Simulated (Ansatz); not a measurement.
Ansatz (an electronic-structure program) input (CCSD(T)/def2-SVPD):

Ansatz 0.2 input:
```yaml
crystal:
  periodic: [false, false, false]
  atoms:
    - {symbol: Ni, position_ang: [-0.00000000, -0.00000000, -0.05083923]}
    - {symbol: H, position_ang: [0.00000000, 0.00000000, 1.42349857]}
basis:
  gaussian:
    orbitals: def2-SVPD
magnetization: {spin_polarized: true, initial_magnetization: 1}
correlation: {method: ccsd_t, electrons: outside_noble_gas}
```

End of the output:

```
mean field evaluation 1056: about -41012.0690 eV, gradient 2.6e-1 eV
mean field evaluation 1088: about -41011.2662 eV, gradient 1.3e0 eV
mean field evaluation 1120: about -41011.2616 eV, gradient 9.2e-1 eV
mean field evaluation 1152: about -41011.0787 eV, gradient 3.1e0 eV
mean field -41012.41399789 eV, -1507.1784152099 hartree, gradient 6.8e-6 eV, S^2 1.723786; 17 other end points of the search recorded, 0 dependent functions left out
determinant -41012.41399789 eV, -1507.1784152099 hartree, with singles and doubles -41018.50464510 eV, -1507.4022423664 hartree
determinant -41012.13761485 eV, -1507.1682583205 hartree, with singles and doubles -41017.83310320 eV, -1507.3775636568 hartree
determinant -41011.32736788 eV, -1507.1384822933 hartree, with singles and doubles -41018.24659251 eV, -1507.3927591086 hartree
determinant -41011.17890865 eV, -1507.1330265175 hartree, with singles and doubles -41017.33765785 eV, -1507.3593563759 hartree
determinant -41010.95092946 eV, -1507.1246484365 hartree, with singles and doubles -41016.97403483 eV, -1507.3459934764 hartree
determinant -41010.77278969 eV, -1507.1181019209 hartree, with singles and doubles -41018.18162831 eV, -1507.3903717182 hartree
determinant -41009.59801720 eV, -1507.0749298283 hartree, with singles and doubles -41015.47016312 eV, -1507.2907272106 hartree
determinant -41009.59765409 eV, -1507.0749164840 hartree, with singles and doubles -41015.48226974 eV, -1507.2911721205 hartree
determinant -41012.41399789 eV, -1507.1784152099 hartree, with singles and doubles -41018.87325789 eV, -1507.4157886367 hartree
determinant -41011.32736788 eV, -1507.1384822933 hartree, with singles and doubles -41018.74761989 eV, -1507.4111715251 hartree
determinant -41010.77278969 eV, -1507.1181019209 hartree, with singles and doubles -41018.20559079 eV, -1507.3912523233 hartree
9 core orbitals not correlated
reference -41012.41399789 eV, -1507.1784152099 hartree; 6, 5 occupied and 27, 28 virtual orbitals, 435 factors
second order -5.58541219 eV of doubles, -0.00000000 eV of singles
coupled cluster: 0.09 GiB planned
cycle   1  -6.45926043 eV  change   -4.3e-7 eV  update   4.3e-6
cycle   2  -6.45926047 eV  change   -4.2e-8 eV  update   3.3e-6
cycle   3  -6.45926036 eV  change    1.0e-7 eV  update   2.2e-6
cycle   4  -6.45925973 eV  change    6.4e-7 eV  update   1.5e-6
cycle   5  -6.45925801 eV  change    1.7e-6 eV  update   1.1e-6
cycle   6  -6.45925563 eV  change    2.4e-6 eV  update   8.7e-7
cycle   7  -6.45925424 eV  change    1.4e-6 eV  update   6.8e-7
coupled cluster: 0.09 GiB planned
perturbative correction -0.11336931 eV, -0.0041662451 hartree
Total energy: -41018.98662144 eV, -1507.4199546702 hartree
```

The spin state was set by rule; other spins were not relaxed.

The determinant is spin-contaminated: <S^2> is 1.72 against 0.75 for a pure state.
